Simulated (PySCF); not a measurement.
## I: ionisation energy

I [Kr] 4d10 5s2 5p5 (2P) → I+ [Kr] 4d10 5s2 5p4 (3P), as a difference of total energies. All numbers are calculated (PySCF 2.14, a scalar-relativistic core potential, in def2-TZVPPD with the def2 core potential (28 electrons)). Correlated levels: valence and next inner shell: nothing frozen outside the core potential. The calculations carry no spin-orbit coupling.

```tsv
method	ionisation energy (eV)	error (eV)
UHF	9.548	-0.971
MP2 (valence and next inner shell)	10.359	-0.160
SCS-MP2 (valence and next inner shell)	10.322	-0.197
CCSD (valence and next inner shell)	10.315	-0.204
CCSD(T) (valence and next inner shell)	10.358	-0.161
```

Reference: 10.519 eV (measured; NIST levels, between the centres of gravity of the two terms).

Errors of the correlated levels include the incompleteness of this basis.
